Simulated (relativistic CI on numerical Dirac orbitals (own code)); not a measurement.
**Fe2+ in a cubic cluster: L2,3 absorption with charge transfer**

Computed with a charge-transfer multiplet model of a cubic metal-ligand cluster with up to 3 ligand holes, Slater and spin-orbit integrals from Dirac-Coulomb-Breit ions, Slater integrals scaled by 0.8. The parameters are those of a tetrahedral site (10Dq negative, t2 hopping the larger). The ground state mixes d6 with configurations of k ligand holes L, whose averages lie at kΔ + k(k − 1)U_dd/2; a core hole lowers each added d electron by U_cd. 300 K, Lorentzian 0.4 eV and Gaussian 0.3 eV FWHM.

Atomic integrals in eV (Slater integrals scaled, ζ unscaled), ground: F2dd 8.723, F4dd 5.416, zeta_d 0.049; with the core hole: F2dd 9.374, F4dd 5.826, zeta_d 0.067, zeta_core 8.135, F2cd 5.460, G1cd 4.059, G3cd 2.306.

Cluster parameters (eV): Δ = 5.5, U_dd = 5.6, 10Dq = -0.5, 10Dq(ligand) = 0, V(eg) = 1.52, V(t2g) = -2.59, final-state hopping factor = 1.

```tsv
Case	n_d	d6	d7L	d8L2	d9L3	S
U_cd = 4.9 eV	6.27	0.75	0.24	0.02	0.00	2.00
U_cd = 6.7 eV	6.27	0.75	0.24	0.02	0.00	2.00
U_cd = 7.3 eV	6.27	0.75	0.24	0.02	0.00	2.00
U_cd = 7.9 eV	6.27	0.75	0.24	0.02	0.00	2.00
U_cd = 8.5 eV	6.27	0.75	0.24	0.02	0.00	2.00
```

Weights, n_d and S are thermal averages at 300 K. Photon energies count from the first peak over 30 % of the highest in each spectrum, which can be another peak from case to case. The parameters are a model scan and need not match a compound or its usual spin state. Peaks in eV (height, largest 100):
- U_cd = 4.9 eV: -2.4 (14), 0.0 (100), 2.3 (30), 3.6 (12), 10.8 (13), 11.9 (28), 12.8 (29), 13.2 (29), 15.1 (10)
- U_cd = 6.7 eV: -2.4 (15), 0.0 (100), 2.2 (27), 3.3 (11), 10.8 (11), 11.9 (27), 13.1 (28), 15.0 (9)
- U_cd = 7.3 eV: -2.4 (14), 0.0 (100), 2.2 (26), 3.5 (10), 10.8 (11), 11.9 (27), 13.1 (28), 15.0 (8)
- U_cd = 7.9 eV: -2.3 (14), 0.0 (100), 2.1 (25), 3.4 (10), 10.8 (11), 11.9 (26), 13.0 (28), 14.9 (8)
- U_cd = 8.5 eV: -2.3 (14), 0.0 (100), 2.0 (24), 3.3 (10), 8.4 (5), 10.8 (11), 11.9 (25), 13.0 (27), 14.8 (7)

Curve for U_cd = 8.5 eV (points under 2 left out, the grid thinned):

```
E (eV)  Intensity
  -3.3        2.1
  -2.9        3.9
  -2.4       14.4
  -2.0        9.4
  -1.6       14.3
  -1.1       38.9
  -0.7       61.4
  -0.2       89.1
   0.2       87.1
   0.6       55.0
   1.1       40.3
   1.5       24.8
   1.9       24.0
   2.4       17.0
   2.8       10.3
   3.2        9.4
   3.7        6.7
   4.1        4.1
   4.6        3.5
   5.0        3.7
   5.4        3.5
   5.9        3.0
   6.3        3.0
   6.7        4.1
   7.2        4.4
   7.6        3.8
   8.0        3.9
   8.5        4.9
   8.9        3.2
   9.4        2.9
   9.8        3.8
  10.2        5.1
  10.7       10.9
  11.1        9.1
  11.5       12.7
  12.0       24.6
  12.4       21.6
  12.8       26.4
  13.3       21.9
  13.7       15.0
  14.2       11.7
  14.6        7.2
  15.0        6.9
  15.5        4.9
  15.9        2.1
```

For the case U_cd = 6.7 eV, Δ = 5.5 eV is smaller than U_dd = 5.6 eV, the charge-transfer side of the Zaanen-Sawatzky-Allen scheme. With the core hole the configuration with one ligand hole lies at Δ + U_dd − U_cd = 6.2, 4.4, 3.8, 3.2, 2.6 eV from the one without, in the order of the table; where this is negative the screened configuration lies lower, though the effective hopping of about 4.6 eV (from the holes of the mixed ground state) mixes the two strongly wherever it is as large as the gap.
